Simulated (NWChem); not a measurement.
Species: SeICl; SMILES Cl[Se]I

All runs: NWChem. All runs use the structure optimised with PBE0/def2-SVP. def2 effective core potentials on I; no spin-orbit coupling. Hybrids' shares of exact exchange are those that their runs print; pure functionals count as 0. The functionals differ in more than this share.

```
row                 share of exact exchange  orbital gap (eV)
------------------  -----------------------  ----------------
PBE/def2-SVP                           0.00              1.63
PW91/def2-SVP                          0.00              1.62
TPSSh/def2-SVP                         0.10              2.56
B3LYP/def2-SVP                         0.20              3.15
PBE0/def2-SVP                          0.25          withheld
BHandHLYP/def2-SVP                     0.50              5.54
```

**Question.** Fit a straight line of the last column on the one before it, predict the withheld value, and compare with the run.

**Answer.** 
1. Means of the 5 shown rows: x = 0.160, y = 2.900. Slope Σ(x − x̄)(y − ȳ)/Σ(x − x̄)² = 1.336/0.1720 = 7.767; intercept 1.657.
2. The shown rows scatter about the line by 0.066 (root mean square); the largest residual is +0.13, at TPSSh/def2-SVP.
3. At x = 0.25 (PBE0/def2-SVP; inside the shown range) the line gives 3.60.
4. The run gives 3.60, 0.00 from the line, 0.0 times the scatter.
